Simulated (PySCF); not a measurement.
**Excitation energy of Pt by level of theory**

Pt [Xe] 4f14 5d9 6s1 (3D) → Pt [Xe] 4f14 5d10 (1S), as a difference of total energies. Computed with PySCF 2.14 in def2-TZVPPD with the def2 core potential (60 electrons), with scalar relativity through the core potential. Correlated levels: valence: 5s2 5p6 frozen; valence and next inner shell: nothing frozen outside the core potential. The calculations carry no spin-orbit coupling.

```csv
method,excitation energy (cm⁻¹),error (cm⁻¹)
UHF,8312.3,+6388
LDA,3281.3,+1357
PBE,3912.2,+1987
PBE0,4078.0,+2153
r2SCAN,6538.0,+4613
BP86,4089.2,+2164
M06-L,3652.4,+1728
HSE06,4154.8,+2230
LC-wPBE,3390.0,+1465
MP2 (valence),1687.0,-238
SCS-MP2 (valence),1438.0,-487
MP2 (valence and next inner shell),2554.2,+629
SCS-MP2 (valence and next inner shell),2515.4,+591
```

Reference: 1924.7 cm⁻¹ (measured; NIST levels, between the centres of gravity of the two terms).

Errors of the correlated levels include the incompleteness of this basis and the frozen core.
